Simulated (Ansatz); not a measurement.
Born–Oppenheimer molecular dynamics of C2H7AlB2O (13 atoms, charge 0, multiplicity 1). It goes on from the last frame of an earlier run, with new velocities.

The calculation used RKS CAM-B3LYP/STO-3G in Ansatz 0.2.0.

```json
{"ensemble": "NVE (velocity Verlet)", "time step": "0.5 fs", "steps asked": "400", "starting velocities drawn for": "400 K", "seed": "67943"}
```

First frame:

```xyz
13
Properties=species:S:1:pos:R:3
C -0.522 -1.552 2.388
O 0.372 -1.479 1.262
Al 0.221 -0.581 -0.193
B 1.174 0.087 -1.838
C 0.467 1.451 -1.631
B -0.769 1.059 -0.775
H -1.071 -2.551 2.512
H -1.177 -0.736 2.396
H 0.057 -1.525 3.294
H 1.848 -0.100 -2.725
H 0.585 2.217 -2.431
H 1.173 2.046 -0.976
H -1.865 1.421 -0.965
```

What does the run give?

The run went to its last step.

```yaml
steps_done: 400
time_covered: 200 fs
mean_temperature_over_the_second_half: 474 K
spread_of_the_potential_energy_over_the_second_half: 9.2 meV per atom
mean_potential_energy_of_the_second_half_above_the_start: -8.3 meV per atom
```

The conserved energy stayed within 0.43 meV per atom of its start (net change -0.19 meV per atom), so the integration is sound. A run of 0.2 ps of so small a system gives no equilibrium averages. Limits of this set-up: minimal basis.

What happens to the structure?

The same pairs are bonded in the first frame and the last. Pairs count as bonded within 1.25 times the sum of covalent radii (0.12 Å more for H–H). This is one draw of velocities; another would differ in detail.

How do temperature and energy run in time?


```
time (fs)  T (K)  potential energy less start (eV)  conserved less start (meV/atom)
      0.0    400                             0.000                             0.00
     16.5    642                            -0.346                            -0.14
     33.0    397                             0.004                            -0.05
     49.5    356                             0.062                            -0.05
     66.0    451                            -0.075                            -0.19
     82.5    473                            -0.107                            -0.18
     99.0    448                            -0.069                            -0.08
    115.5    472                            -0.106                            -0.28
    132.0    637                            -0.340                            -0.18
    148.5    424                            -0.036                            -0.15
    165.0    509                            -0.158                            -0.24
    181.5    485                            -0.123                            -0.13
    198.0    460                            -0.085                            -0.06
```

Time of the run: 14 min on 1 thread of Arm Neoverse V2 (shared host), peak memory 0.1 GiB.
